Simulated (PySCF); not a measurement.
Isomers of C5H7NO2S2, one GFN2-xTB conformer each. Single-point energies are computed at PBE0/pcSseg-1 (PySCF, gas phase, no added dispersion term), electronic only.

```json
{"SMILES": "C=NC1=CSCS(=O)(=O)C1", "GFN2-xTB relative energy (kcal/mol)": "14.3"}
{"SMILES": "CS(=O)(=O)c1ccc(N)s1", "GFN2-xTB relative energy (kcal/mol)": "0.0"}
```

Conformers: `[CH2:1]=[N:2][C:3]1=[CH:4][S:5][CH2:6][S:7](=[O:8])(=[O:9])[CH2:10]1` with C1–N2–C3–C4 -48°, C3–C4–S5–C6 -57°, C4–S5–C6–S7 44°, S5–C6–S7–O8 121°, C6–S7–C10–C3 -60°; `[CH3:1][S:2](=[O:3])(=[O:4])[c:5]1[cH:6][cH:7][c:8]([NH2:9])[s:10]1` with C1–S2–C5–C6 -107°.

**Question.** What does PBE0/pcSseg-1 give for the same structures?

**Answer.** 
| SMILES | PBE0/pcSseg-1 E (Eh) | PBE0/pcSseg-1 (kcal/mol) | GFN2-xTB (kcal/mol) | point group |
| --- | --- | --- | --- | --- |
| CS(=O)(=O)c1ccc(N)s1 | -1195.44441 | 0.0 | 0.0 | C1 |
| C=NC1=CSCS(=O)(=O)C1 | -1195.40393 | 25.4 | 14.3 | C1 |

Both levels put the same isomer lowest. As drawn, the lower has an aromatic ring and an N–H bond, which the higher lacks; the higher has a C=N bond and a C=C bond outside aromatic rings, which the lower lacks.

**Question.** Which frontier levels, dipoles and rotational constants go with these structures?

**Answer.** 
```
              SMILES  HOMO (eV, PBE0/pcSseg-1)  LUMO (eV)  dipole (D)       A, B, C (MHz)
CS(=O)(=O)c1ccc(N)s1                     -6.39      -0.95        6.43  2399, 644.0, 576.9
C=NC1=CSCS(=O)(=O)C1                     -6.97      -1.76        3.66  1402, 978.8, 688.9
```
